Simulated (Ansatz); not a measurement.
```yaml
crystal:
  periodic: [false, false, false]
  atoms:
    - {symbol: O, position_ang: [-1.897696, 1.600408, 0.474535]}
    - {symbol: Sn, position_ang: [-0.357025, 0.909547, -0.613430]}
    - {symbol: N, position_ang: [0.943577, -0.127644, 0.640310]}
    - {symbol: Si, position_ang: [0.567086, -1.406326, -0.403743]}
    - {symbol: H, position_ang: [-2.356922, 0.829126, 0.973788]}
    - {symbol: H, position_ang: [0.249237, 2.429030, -1.179771]}
    - {symbol: H, position_ang: [1.606341, 0.008875, 1.389674]}
    - {symbol: H, position_ang: [-0.287999, -2.478839, 0.095622]}
    - {symbol: H, position_ang: [1.523305, -1.928113, -1.367235]}
basis:
  gaussian: {orbitals: def2-mTZVP}
hamiltonian: {xc: {name: TPSS}}
output: {forces: true}
```

```sh
$ ansatz run in.yaml --threads 4 --pin off --events-out ev --progress --plain --max-ram 10444MiB
```

It prints (some lines left out):

```
Error: YAML parse error: error: line 15 column 19: hamiltonian.xc: no functional is named "TPSS"; the names, which are not case-sensitive, are SVWN5, SPW92, PBE, PBE0, PBEsol, revPBE, revPBE0, RPBE, rPW86-PBE, HSE06, wPBEh, LC-wPBE, HISS, HF, BLYP, B3LYP, B3LYP5, BHLYP, CAM-B3LYP, r2SCAN, r2SCANh, r2SCAN0, r2SCAN50, m-r2SCAN, B97, wB97, wB97X, wB97X-V, B97M-V, wB97M-V, B2PLYP, B2GP-PLYP, PBE0-DH, PBE-QIDH
13 | basis:
14 |   gaussian: {orbitals: def2-mTZVP}
15 | hamiltonian: {xc: {name: TPSS}}
16 | output: {forces: true}
```

**Question.** Something in this input is off. What?

**Answer.** The method's name isn't one that the program takes here. The input was rejected before any iteration.

HSE06 is defined as in plane-wave codes.
